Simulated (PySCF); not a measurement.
PySCF input file for SiBr2F2, SMILES F[Si](F)(Br)Br, TDA-CAM-B3LYP/def2-SVPD. Geometry: PBE0-D3(BJ)/def2-SVP.

```python
import numpy as np
from pyscf import gto, scf, dft, tdscf

mol = gto.M(
    atom='''
    F     0.00000001   -1.28720520    1.61480054
    Si    0.00000000    0.00000000    0.66328553
    F    -0.00000000    1.28720520    1.61480054
    Br   -1.80888103   -0.00000000   -0.54789153
    Br    1.80888103    0.00000000   -0.54789153
    ''',
    basis='def2-SVPD',
    charge=0,
    spin=0,
    symmetry=True,
    max_memory=1600,
    verbose=4,
)
mf = dft.RKS(mol, xc='cam-b3lyp').density_fit(auxbasis='def2-universal-jkfit')
mf.grids.level = 3
mf.conv_tol = 1e-9
mf.max_cycle = 100
mf.kernel()
mf.grids = dft.Grids(mol).set(level=1).build(with_non0tab=True)  # coarser grid for the response kernel
td = tdscf.TDA(mf)
td.singlet = True
td.nstates = 10
td.conv_tol = 1e-4
td.positive_eig_threshold = 1e-6
td.kernel(x0=td.get_init_guess(mf, 15))
td.analyze()
tt = tdscf.TDA(mf)
tt.singlet = False
tt.nstates = 4
tt.conv_tol = 1e-4
tt.positive_eig_threshold = 1e-6
tt.kernel(x0=tt.get_init_guess(mf, 9))
tt.analyze(verbose=3)
```

Output:

```
PySCF version 2.14.0

[INPUT] verbose = 4
[INPUT] num. atoms = 5
[INPUT] num. electrons = 102
[INPUT] charge = 0
[INPUT] spin (= nelec alpha-beta = 2S) = 0
[INPUT] symmetry True subgroup None
[INPUT] Mole.unit = angstrom
[INPUT] Symbol           X                Y                Z      unit          X                Y                Z       unit  Magmom
[INPUT]  1 F      0.000000010000  -1.287205200000   1.614800540000 AA    0.000000018897  -2.432465294116   3.051530766400 Bohr   0.0
[INPUT]  2 Si     0.000000000000   0.000000000000   0.663285530000 AA    0.000000000000   0.000000000000   1.253427994087 Bohr   0.0
[INPUT]  3 F      0.000000000000   1.287205200000   1.614800540000 AA    0.000000000000   2.432465294116   3.051530766400 Bohr   0.0
[INPUT]  4 Br    -1.808881030000   0.000000000000  -0.547891530000 AA   -3.418289738621   0.000000000000  -1.035364937669 Bohr   0.0
[INPUT]  5 Br     1.808881030000   0.000000000000  -0.547891530000 AA    3.418289738621   0.000000000000  -1.035364937669 Bohr   0.0

nuclear repulsion = 732.492017565227
point group symmetry = C2v
symmetry origin: [1.66740542e-09 0.00000000e+00 7.41069045e-10]
symmetry axis x: [ 1.00000000e+00 -5.81512009e-10  9.38020308e-10]
symmetry axis y: [-5.81512009e-10 -1.00000000e+00 -1.90553192e-16]
symmetry axis z: [-9.38020308e-10 -2.03591731e-16  1.00000000e+00]
num. orbitals of irrep A1 = 56
num. orbitals of irrep A2 = 22
num. orbitals of irrep B1 = 40
num. orbitals of irrep B2 = 34
number of shells = 58
number of NR pGTOs = 274
number of NR cGTOs = 152
basis = def2-SVPD
ecp = {}


[settings echo left out]
init E= -5635.41521810104
HOMO (B1) = -0.364945158646501  LUMO (A1) = -0.0471178221481319  gap/eV = 8.64852
cycle= 1 E= -5636.96181955101  delta_E= -1.55  |g|= 0.744  |ddm|= 3.13
HOMO (B1) = -0.399933453621342  LUMO (A1) = -0.0483212747386608  gap/eV = 9.56785
cycle= 2 E= -5636.91181968411  delta_E= 0.05  |g|= 0.967  |ddm|= 2.08
HOMO (B1) = -0.385174543838293  LUMO (A1) = -0.0149467427724996  gap/eV = 10.07441
cycle= 3 E= -5637.07032565484  delta_E= -0.159  |g|= 0.0649  |ddm|= 0.905
HOMO (B1) = -0.385046865569795  LUMO (A1) = -0.00819164254680427  gap/eV = 10.25475
cycle= 4 E= -5637.07101192313  delta_E= -0.000686  |g|= 0.0189  |ddm|= 0.11
HOMO (B1) = -0.384759957756926  LUMO (A1) = -0.00879004388260807  gap/eV = 10.23066
cycle= 5 E= -5637.07110660725  delta_E= -9.47e-05  |g|= 0.00662  |ddm|= 0.0383
HOMO (B1) = -0.384861646277605  LUMO (A1) = -0.00841300040729509  gap/eV = 10.24369
cycle= 6 E= -5637.07111572322  delta_E= -9.12e-06  |g|= 0.00104  |ddm|= 0.00935
HOMO (B1) = -0.384783634509227  LUMO (A1) = -0.00840544521892417  gap/eV = 10.24177
cycle= 7 E= -5637.07111594083  delta_E= -2.18e-07  |g|= 0.000227  |ddm|= 0.00194
HOMO (B1) = -0.384818892729406  LUMO (A1) = -0.00842903289501429  gap/eV = 10.24209
cycle= 8 E= -5637.07111595838  delta_E= -1.76e-08  |g|= 3.59e-05  |ddm|= 0.000476
HOMO (B1) = -0.384813287114993  LUMO (A1) = -0.00842419835691333  gap/eV = 10.24207
cycle= 9 E= -5637.07111595896  delta_E= -5.84e-10  |g|= 1.17e-05  |ddm|= 9.1e-05
HOMO (B1) = -0.384815275753606  LUMO (A1) = -0.0084251099531012  gap/eV = 10.24210
Extra cycle  E= -5637.07111595904  delta_E= -7.19e-11  |g|= 7.37e-06  |ddm|= 2.54e-05
converged SCF energy = -5637.07111595904
tot grids = 31680
Overwritten attributes  positive_eig_threshold  of <class 'pyscf.tdscf.rks.TDA'>


******** <class 'pyscf.tdscf.rks.TDA'> for <class 'pyscf.df.df_jk.DFSymAdaptedRKS'> ********
nstates = 10 singlet
deg_eia_thresh = 1.000e-03
wfnsym = None
conv_tol = 0.0001
eigh lindep = 1e-12
eigh level_shift = 0
eigh max_cycle = 100


Excitation energies (eV)
[6.81250508 6.96785011 7.37307971 7.55692347 8.26456007 8.4681103
 8.62138369 8.63196176 8.87503944 8.88805517]

** Singlet excitation energies and oscillator strengths **
Excited State   1:   B1      6.81251 eV    182.00 nm  f=0.0478
      51 -> 52       -0.67175
      51 -> 53        0.12801
Excited State   2:   A2      6.96785 eV    177.94 nm  f=0.0000
      50 -> 52       -0.67091
      50 -> 53        0.14647
Excited State   3:   B2      7.37308 eV    168.16 nm  f=0.0260
      49 -> 52        0.66305
      49 -> 53       -0.14555
      50 -> 54       -0.13229
Excited State   4:   A1      7.55692 eV    164.07 nm  f=0.0239
      48 -> 52       -0.65198
      48 -> 53        0.13379
      51 -> 54        0.16994
Excited State   5:   A2      8.26456 eV    150.02 nm  f=0.0000
      51 -> 55       -0.68734
      51 -> 57        0.11382
Excited State   6:   B1      8.46811 eV    146.41 nm  f=0.0104
      48 -> 54       -0.10986
      50 -> 55       -0.30030
      51 -> 52        0.10772
      51 -> 53        0.59909
Excited State   7:   A2      8.62138 eV    143.81 nm  f=0.0000
      49 -> 54        0.18502
      49 -> 62       -0.11286
      50 -> 52       -0.10781
      50 -> 53       -0.63749
      50 -> 58        0.11490
Excited State   8:   B1      8.63196 eV    143.63 nm  f=0.0072
      47 -> 52       -0.33688
      50 -> 55        0.51105
      51 -> 53        0.27035
Excited State   9:   B2      8.87504 eV    139.70 nm  f=0.0823
      49 -> 53        0.52323
      49 -> 58       -0.12882
      50 -> 54       -0.37591
      50 -> 62        0.17360
Excited State  10:   B1      8.88806 eV    139.50 nm  f=0.0160
      47 -> 52        0.38977
      51 -> 56        0.27894
      51 -> 58        0.42874
      51 -> 61       -0.17824

** Transition electric dipole moments (AU) **
state          X           Y           Z        Dip. S.      Osc.
  1         0.5350      0.0000     -0.0000      0.2862      0.0478
  2         0.0000     -0.0000      0.0000      0.0000      0.0000
  3         0.0000      0.3791     -0.0000      0.1437      0.0260
  4        -0.0000     -0.0000     -0.3591      0.1290      0.0239
  5        -0.0000     -0.0000      0.0000      0.0000      0.0000
  6        -0.2235      0.0000      0.0000      0.0500      0.0104
  7         0.0000     -0.0000      0.0000      0.0000      0.0000
  8        -0.1843     -0.0000      0.0000      0.0340      0.0072
  9         0.0000      0.6153     -0.0000      0.3786      0.0823
 10         0.2713     -0.0000      0.0000      0.0736      0.0160

** Transition velocity dipole moments (imaginary part, AU) **
state          X           Y           Z        Dip. S.      Osc.
  1         0.1286      0.0000     -0.0000      0.0165      0.0441
  2         0.0000     -0.0000      0.0000      0.0000      0.0000
  3        -0.0000      0.1397     -0.0000      0.0195      0.0480
  4        -0.0000     -0.0000     -0.1448      0.0210      0.0503
  5        -0.0000     -0.0000     -0.0000      0.0000      0.0000
  6        -0.0497     -0.0000     -0.0000      0.0025      0.0053
  7         0.0000     -0.0000      0.0000      0.0000      0.0000
  8        -0.0780     -0.0000      0.0000      0.0061      0.0128
  9        -0.0000      0.1776     -0.0000      0.0315      0.0645
 10         0.0790     -0.0000      0.0000      0.0062      0.0127

** Transition magnetic dipole moments (imaginary part, AU) **
state          X           Y           Z
  1        -0.0000      0.0834     -0.0000
  2         0.0000     -0.0000     -0.3252
  3        -0.0951      0.0000     -0.0000
  4         0.0000     -0.0000      0.0000
  5         0.0000     -0.0000      0.5300
  6        -0.0000     -1.2467     -0.0000
  7        -0.0000     -0.0000     -1.0145
  8         0.0000     -0.4222      0.0000
  9        -0.1888      0.0000     -0.0000
 10         0.0000     -0.8260     -0.0000


******** <class 'pyscf.tdscf.rks.TDA'> for <class 'pyscf.df.df_jk.DFSymAdaptedRKS'> ********
nstates = 4 triplet
deg_eia_thresh = 1.000e-03
wfnsym = None
conv_tol = 0.0001
eigh lindep = 1e-12
eigh level_shift = 0
eigh max_cycle = 100


Excitation energies (eV)
[6.23870527 6.48128555 6.80170411 6.98445634]

** Triplet excitation energies and oscillator strengths **
Excited State   1:   B1      6.23871 eV    198.73 nm  f=0.0000
Excited State   2:   A2      6.48129 eV    191.30 nm  f=0.0000
Excited State   3:   B2      6.80170 eV    182.28 nm  f=0.0000
Excited State   4:   A1      6.98446 eV    177.51 nm  f=0.0000
```

The calculation finished and met its thresholds.
